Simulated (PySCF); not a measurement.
These compounds are isomers of formula C$_{4}$H$_{5}$FN$_{2}$.

A. SMILES C/N=C\[C@H](F)C#N
B. `C1(F)=CC=NN1C`
C. `c1c(C)n[nH]c1F`
D. SMILES Cc1cn[nH]c1F

Spectrum 1. 1H NMR (300 MHz, computed): δ 8.73 (br s, 1H), 5.64 (d, J = 5.7 Hz, 1H), 2.42 (s, 3H). 13C{1H} NMR (computed): δ 164.9 (C, d, J = 347.6 Hz), 152.1 (C, d, J = 5.9 Hz), 90.0 (CH, d, J = 8.0 Hz), 17.4 (CH3).

Spectrum 2. 1H NMR (300 MHz, computed): δ 7.68 (dqd, J = 15.7, 3.2, 2.3 Hz, 1H), 5.82 (d of quint, J = 54.8, 2.0 Hz, 1H), 3.84 (dd, J = 3.2, 2.0 Hz, 3H). 13C{1H} NMR (computed): δ 157.9 (CH, d, J = 37.2 Hz), 117.6 (C, d, J = 27.0 Hz), 78.1 (CH, d, J = 237.8 Hz), 44.5 (CH3).

Spectrum 3. 1H NMR (300 MHz, computed): δ 7.50 (dd, J = 2.6, 2.5 Hz, 1H), 5.75 (dd, J = 6.2, 2.5 Hz, 1H), 3.82 (d, J = 1.8 Hz, 3H). 13C{1H} NMR (computed): δ 163.4 (C, d, J = 344.0 Hz), 140.6 (CH, d, J = 8.8 Hz), 91.0 (CH, d, J = 11.5 Hz), 34.3 (CH3).

Spectrum 4. 1H NMR (300 MHz, computed): δ 9.00 (br s, 1H), 7.42 (m, 1H), 2.17 (s, 3H). 13C{1H} NMR (computed): δ 161.7 (C), 143.9 (CH), 99.7 (C), 8.2 (CH3).

PySCF calculation with GIAO PBE0/pcSseg-1 shieldings, B3LYP/pcJ-1 coupling constants (spin–dipole term left out of most H,H and C,H couplings) and geometry from GFN2-xTB; fast rotation and ring inversion assumed for equivalent nuclei, non-relativistic, no solvent model, single conformer.

Scale: 1H, 13C against TMS (reference shieldings calculated alike). Multiplet labels drop J under 1 Hz and among equivalent protons, and merge close values. Unscaled 3J(H,H) run several per cent high. Splittings of carbon signals by F and P are missing where no couplings were computed. Where no couplings were computed, multiplicities follow the n + 1 count of equivalent neighbours, and m marks all less simple cases (inequivalent or close neighbours, rings, F or P nearby). Vicinal couplings that depend on rotamer populations or ring flexing (ring, CH–CH, X–H and H–F types) are those of the one conformer. One-bond C–F couplings are unscaled and too large by tens of Hz. Shifts are as computed. Against solution values, carbons near 30 ppm lie about +3 ppm off and those near 130 ppm about +5 ppm. Of 1211 compounds with measured shifts, 218 miss one by over three times the rms of a fit or turn the order of signals round; such compounds aren't used in these exercises. OH and NH positions are gas-phase values without hydrogen bonding to other molecules.

Task: Which spectrum belongs to which compound?

Result: 1–C, 2–A, 3–B, 4–D.

- Spectrum 1 (C): 4 13C signals; δC 164.9 is an aromatic carbon bearing fluorine; δC 17.4 is a methyl carbon on an aromatic ring.
- Spectrum 2 (A): 4 13C signals; δC 117.6 is a nitrile carbon; δC 78.1 is an sp3 CH bonded to F, α to a nitrile.
- Spectrum 3 (B): 4 13C signals; δC 163.4 is an aromatic carbon bearing fluorine; δC 140.6 is an aromatic CH next to a ring nitrogen.
- Spectrum 4 (D): 4 13C signals; δC 161.7 is an aromatic carbon bearing fluorine; δC 143.9 is an aromatic CH next to a ring nitrogen.
